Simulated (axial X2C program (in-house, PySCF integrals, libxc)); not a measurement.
## SbSe⁻ along the bond: HF, two-component

All values were computed with an axial X2C code built on PySCF integrals. Two-component (2c) means X2C with spin–orbit coupling and atomic mean-field two-electron Coulomb and Gaunt terms. Basis: Sb dyall-acv3z [12s13p9d5f1g], Se dyall-acv3z [9s10p7d5f1g] (cores contracted in-house); Gaussian nuclei, density fitting, unrestricted open shells. Masses: Sb 120.904 u, Se 79.917 u.

State: Ω = 1 (⟨Sz⟩ = 1.00, ⟨Lz⟩ = 0.00 at HF). Dipoles are positive if Se is the positive end and refer to the centre of mass.

```json
{"R (Å)": "2.127", "μ (D)": "-0.669", "HOMO (eV)": "-1.62", "LUMO (eV)": "3.84"}
{"R (Å)": "2.225", "μ (D)": "-1.313", "HOMO (eV)": "-1.86", "LUMO (eV)": "3.82"}
{"R (Å)": "2.298", "μ (D)": "-1.793", "HOMO (eV)": "-2.03", "LUMO (eV)": "3.80"}
{"R (Å)": "2.372", "μ (D)": "-2.264", "HOMO (eV)": "-2.19", "LUMO (eV)": "3.77"}
{"R (Å)": "2.445", "μ (D)": "-2.719", "HOMO (eV)": "-2.34", "LUMO (eV)": "3.74"}
{"R (Å)": "2.531", "μ (D)": "-3.216", "HOMO (eV)": "-2.48", "LUMO (eV)": "3.70"}
{"R (Å)": "2.616", "μ (D)": "-3.648", "HOMO (eV)": "-2.60", "LUMO (eV)": "3.67"}
{"R (Å)": "2.726", "μ (D)": "-4.029", "HOMO (eV)": "-2.71", "LUMO (eV)": "3.64"}
{"R (Å)": "2.861", "μ (D)": "-4.304", "HOMO (eV)": "-2.81", "LUMO (eV)": "3.63"}
{"R (Å)": "3.056", "μ (D)": "-4.935", "HOMO (eV)": "-2.91", "LUMO (eV)": "3.58"}
```

Problem. The minimum lies at 2.446 Å. What is the dipole moment there?

Solution. At HF, 2c, with the sign and origin stated: μ = -2.72 D.

Occupations by symmetry block were frozen at the best pattern of an incomplete PBE0 search. Other states lie close and PBE0, whose exact exchange favours high spin, may order them wrongly; the determinant shown need not be the ground state. The nearest other 2c determinant of the search, Ω = 0, lies 0.24 eV up at the distance of the search. With several unpaired electrons one determinant need not be a pure state. Open-shell Ω = 0 determinants with evenly filled partner blocks cannot be reached by this program, so the Ω shown need not be the lowest component. This is the Ω = 1 component of a π² triplet; the 0⁺ component is not one determinant and can lie lowest. The determinant is spin-polarised beyond a pure state at some levels (its spin-free form has ⟨S²⟩ too high), which makes Re and μ there less reliable. The LUMO of an anion is an unbound level whose energy the basis sets.
